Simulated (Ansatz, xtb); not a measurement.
**C5H7N3: which of two isomers lies lower**

We compare X, `Cc1nnccc1N`, a singlet, with Y, `C=C(C)c1nc[nH]n1`, a singlet. Both are isolated molecules in the gas phase, relaxed with PBE-D3(BJ)/def2-SVP; the shapes shown needn't be the lowest conformers.

X (Å):

```
atom    x (Å)    y (Å)    z (Å)
   C   0.7781   1.0030   0.2787
   C  -0.0599  -0.2351   0.1247
   C  -1.4685  -2.5076   0.0033
   C  -1.6700  -1.5913  -1.0343
   C  -0.9411  -0.3893  -0.9935
   N   0.0642  -1.1714   1.0758
   N  -0.6283  -2.3099   1.0329
   N  -1.0264   0.5687  -1.9697
   H   1.4607   1.1475  -0.5868
   H   1.3840   0.9069   1.1980
   H   0.1529   1.9195   0.3660
   H  -2.0155  -3.4658   0.0187
   H  -2.3743  -1.8044  -1.8541
   H  -0.6532   1.4982  -1.7882
   H  -1.7803   0.5128  -2.6532
```

Y (Å):

```xyz
15

C     0.8309    0.4893    0.9303
C    -0.2905   -0.1549    0.5347
C    -1.3502   -0.6448    1.4847
C    -0.5229   -0.4097   -0.8957
C    -0.2631   -0.4557   -2.9967
N     0.3389   -0.0278   -1.9005
N    -1.4358   -1.0684   -2.6677
N    -1.6225   -1.0508   -1.3324
H     1.5714    0.8246    0.1892
H     1.0230    0.6887    1.9954
H    -2.3337   -0.1872    1.2510
H    -1.4953   -1.7402    1.3841
H    -1.0871   -0.4123    2.5338
H     0.0940   -0.3526   -4.0298
H    -2.1319   -1.5043   -3.2754
```

Question: Estimate which is lower in electronic energy at CCSD(T)/def2-SVP + ΔMP2/def2-TZVPP, and by roughly how much.

Answer: The CCSD(T)/def2-SVP + ΔMP2/def2-TZVPP calculation puts structure Y lower, by 0.212 eV.

The same difference at several levels:

```
                             level             geometry  E(Y) − E(X) (eV)  departure from the last row (eV)  job, with rough time for the two
                          GFN2-xTB             GFN2-xTB              −0.124                            +0.088               optimisation, 0.1 s
                         HF/STO-3G             GFN2-xTB              −0.100                            +0.111              single point, 0.36 s
                r2SCAN-D4/def2-SVP             GFN2-xTB              −0.121                            +0.091               single point, 4.2 s
               PBE-D3(BJ)/def2-SVP  PBE-D3(BJ)/def2-SVP              −0.097                            +0.115                optimisation, 17 s
                       HF/def2-SVP  PBE-D3(BJ)/def2-SVP              −0.223                            −0.012           part of the CCSD(T) run
                      MP2/def2-SVP  PBE-D3(BJ)/def2-SVP              −0.260                            −0.049           part of the CCSD(T) run
                  CCSD(T)/def2-SVP  PBE-D3(BJ)/def2-SVP              −0.326                            −0.114                      single point
CCSD(T)/def2-SVP + ΔMP2/def2-TZVPP  PBE-D3(BJ)/def2-SVP              −0.212                                                  single point, 98 s
```

As drawn, Y has 1 C=C, 1 C–C, 2 C∷N, 1 C–H in place of 3 C∷C, 1 C–N, 1 N–H (∷ is an aromatic bond). Structure X has a 6-membered ring (with an aromatic ring), Y a 5-membered ring (with an aromatic ring).

None of the levels shown reverses the order. The largest departure from CCSD(T)/def2-SVP + ΔMP2/def2-TZVPP is that of PBE-D3(BJ)/def2-SVP, 0.115 eV. The last row adds to CCSD(T) the change of the MP2 difference between the two basis sets, here +0.114 eV.

With thermal terms from frequencies at re-optimised GFN2-xTB minima (ideal gas, soft modes damped towards free rotors, one conformer each, 298.15 K, 1 atm): on the last row, ΔE + ΔZPE = −0.197, ΔH = −0.195, ΔG = −0.222 eV.

The correlated steps freeze 8 core orbitals. Programs: Ansatz 0.2.0, xtb 6.7.1; the last row on 4 threads of Arm Neoverse V2 on a shared host.
